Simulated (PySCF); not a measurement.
A search over the determinants of KI

Unrestricted PBE0; PySCF, scalar-relativistic core potentials, basis sets K def2-SVP, I def2-SVP with ECP28. Outer shells of the fragments: K 4s1; I 4d10 5s2 5p5.

Followed along the bond (rough minima from three points):

```
2Ms+1  unpaired  ⟨S²⟩ at the start  R at minimum (Å)  Te (eV)
    1      none               0.00              3.08     0.00
    3  σ ↑, π ↑               2.00  none in the scan   ≤ 3.44
```

Solutions found at the starting distance of 3.255 Å, counted from the lowest of them; the search is not exhaustive and high or unbound solutions are not listed, so other states can lie among these:

| 2Ms+1 | unpaired | term | E (eV) | ⟨S²⟩ | ⟨Lz²⟩ | μ (D) |
| --- | --- | --- | --- | --- | --- | --- |
| 1 | none | ¹Σ⁺ | 0.00 | 0.00 | 0.00 | -11.89 |
| 3 | σ ↑, π ↑ | ³Π | 3.50 | 2.00 | 1.00 | 2.81 |
| 1 | σ ↑, π ↓ | mixed | 3.52 | 1.00 | 1.00 | 2.97 |
| 3 | σ ↑↑ | ³Σ⁺ | 3.74 | 2.00 | 0.00 | 2.73 |
| 3 | π ↑↑ | mixed | 4.85 | 2.00 | 2.00 | 0.71 |
| 3 | π ↑↑ | mixed | 4.94 | 2.00 | 2.00 | 0.94 |
| 3 | σ ↑, π ↑ | ³Π | 5.18 | 2.00 | 1.00 | 0.67 |

A term symbol is given only where ⟨S²⟩ and ⟨Lz²⟩ are close to those of a pure state; real π, δ and φ orbitals otherwise mix terms. A positive dipole means K(−)I(+).

The measured ground state is X ¹Σ+ (Huber and Herzberg, Constants of Diatomic Molecules (1979)).

Spin–orbit coupling is left out. Counting both spins, an empty level lies below a filled one in some of these solutions, because spin and occupation are held.
